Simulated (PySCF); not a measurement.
GeH5P, SMILES [PH2][GeH3]. Atoms are numbered in the order given.

```xyz
7

Ge    -0.7397    -0.0032     0.0000
P      1.5975     0.1190     0.0000
H     -1.2564     0.7260     1.2523
H     -1.2564     0.7260    -1.2523
H     -1.2740    -1.4468     0.0000
H      1.7472    -0.8434     1.0323
H      1.7472    -0.8434    -1.0323
```

The structure is a stationary point at B3LYP-D3(BJ)/def2-TZVP.

Calculation: PySCF with B3LYP-D3(BJ)/def2-TZVP.

Frequencies are harmonic and unscaled.

```csv
mode,ν (cm⁻¹),IR (km/mol),moving atoms (share of kinetic energy)
1,146,1.1,H 98 %
2,354,4.3,"P 66 %, Ge 30 %"
3,440,19.2,H 97 %
4,459,13.4,H 97 %
5,712,28.9,"H 90 %, P 8 %"
6,754,3.4,H 95 %
7,816,221.9,H 97 %
8,882,37.1,H 99 %
9,887,31.0,H 99 %
10,1106,13.7,H 97 %
11,2121,95.7,H 99 %
12,2133,106.1,H 99 %
13,2138,113.4,H 98 %
14,2381,35.6,H 97 %
15,2389,48.3,H 97 %
```
